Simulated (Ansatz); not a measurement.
H3O2 (SMILES O[OH2+]) moved off its minimum; all values from Ansatz (a first-principles code), cores frozen in correlated methods.
(charge 1, multiplicity 1)
```xyz
5

O      0.7047    -0.3172     0.2887
O     -0.5336     0.2474    -0.2796
H      1.2483     0.0366    -0.3869
H     -0.9499     0.9435     0.2233
H     -1.2223    -0.4972    -0.2323
```

```csv
level,largest force (eV/Å),on atom,rms difference from CCSD(T)/aug-cc-pVTZ (eV/Å),dipole (D)
HF/def2-TZVPP,3.64,O2,0.884,-
PBE/def2-TZVPP,2.96,O2,0.242,-
r2SCAN/def2-TZVPP,3.01,O2,0.056,-
B3LYP/def2-TZVPP,3.01,O2,0.101,-
wB97M-V/def2-TZVPP,3.00,O2,0.217,-
MP2/aug-cc-pVTZ,3.00,O2,0.242,-
CCSD(T)/aug-cc-pVTZ,3.03,O2,0.000,-
```

The differences count from one level among others, with limits of its own. Forces at CCSD(T)/aug-cc-pVTZ (eV/Å):

| atom | Fx | Fy | Fz |
|---|---|---|---|
| O1 | -2.080 | -0.014 | 1.506 |
| O2 | -1.263 | -2.507 | -1.149 |
| H3 | 1.883 | 0.602 | -1.488 |
| H4 | 0.309 | 1.474 | 1.436 |
| H5 | 1.151 | 0.445 | -0.305 |
